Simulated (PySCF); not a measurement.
**C²⁺ (carbon, charge +2) across methods**

[He] 2s1 2p1, high-spin 3P determinant (an excited configuration). Calculation: PySCF 2.14, in aug-cc-pVTZ-DK (5s4p3d2f, 46 functions); the spin-free X2C one-electron Hamiltonian (Gaussian nucleus).

| method | E (hartree) | mean ε 1s β (eV) | mean ε 2s α (eV) | mean ε 2p α (eV) | Σ⟨r²⟩ (bohr²) | ⟨S²⟩ |
| --- | --- | --- | --- | --- | --- | --- |
| BLYP | -36.3170 | -306.99 | -41.167 | -33.172 | 4.414 | 2.000 |
| MN15 | -36.2959 | -311.02 | -43.888 | -35.620 | 4.417 | 2.000 |
| PBE0 | -36.2800 | -315.19 | -43.574 | -35.442 | 4.424 | 2.000 |
| r2SCAN | -36.3136 | -310.22 | -42.063 | -33.969 | 4.408 | 2.000 |
| LDA | -35.9325 | -303.63 | -41.239 | -33.027 | 4.466 | 2.000 |
| LC-wPBE | -36.2849 | -312.44 | -46.746 | -38.563 | 4.430 | 2.000 |
| PBE | -36.2673 | -306.32 | -41.439 | -33.345 | 4.434 | 2.000 |
| B97-3 | -36.3161 | -316.32 | -43.670 | -35.490 | 4.416 | 2.000 |
| UHF | -36.25019 | -341.03 | -49.567 | -41.388 | 4.423 | 2.000 |
